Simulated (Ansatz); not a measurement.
`F[SiH](F)O[SiH3]` + CH₃OH → `CO[SiH3]` + `O[SiH](F)F` at 600 K and 1 bar (ligand exchange at the Si–O bond).

Isolated molecules relaxed with PBE0-D4/def2-TZVP in Ansatz; ΔE leaves out vibrations. CCSD(T)/CBS is the MP2 limit (def2-TZVPP, def2-QZVPP) plus CCSD(T) − MP2 in def2-TZVPP, frozen cores. This one scheme is used for every species. Each species was taken in one conformer, which may not be the lowest.

```tsv
species	CCSD(T)/CBS energy (Eh)	H − E (kJ/mol)	S (J/(mol·K))
`F[SiH](F)O[SiH3]`	-855.55648	179.9	465.0
CH₃OH	-115.61712	163.6	277.3
`CO[SiH3]`	-405.93001	222.4	366.2
`O[SiH](F)F`	-565.23707	118.9	358.9
```

H − E and S are ideal-gas, rigid-rotor, harmonic terms from PBE0-D4/def2-TZVP, for one conformer and one mirror image of each species. 1 Eh = 2625.50 kJ/mol, R = 8.31446 J/(mol·K).

By hand: ΔE, ΔH, ΔS and ΔG.

ΔE = (-405.93001) + (-565.23707) − (-855.55648) − (-115.61712) = 0.00652 Eh = 17.1 kJ/mol. Δ(H − E) = 222.4 + 118.9 − 179.9 − 163.6 = -2.2, so ΔH = 14.9 kJ/mol. ΔS = 366.2 + 358.9 − 465.0 − 277.3 = -17.2 J/(mol·K). ΔG = 14.9 − 600 × (-17.2)/1000 = 25.2 kJ/mol.

By hand: the equilibrium constant, and the temperature at which ΔG would vanish if ΔH and ΔS stayed fixed.

log₁₀ K = −ΔG/(RT ln 10) = -2.2. ΔH and −TΔS have one sign here, so there is no such temperature.

TΔS isn't small against ΔH here. A doubt of 5 kJ/mol in ΔE shifts log₁₀ K by 0.4 here. Other conformers and mirror images would add mixing entropy, several J/(mol·K) or more a flexible species. Modes under 60 cm⁻¹, often nearly free rotors, make the harmonic entropy too high. These are equilibria of isolated gas molecules and say nothing of rates. Largest T1 diagnostic: 0.012 (customary marks: 0.02 for closed shells, 0.045 for open ones).
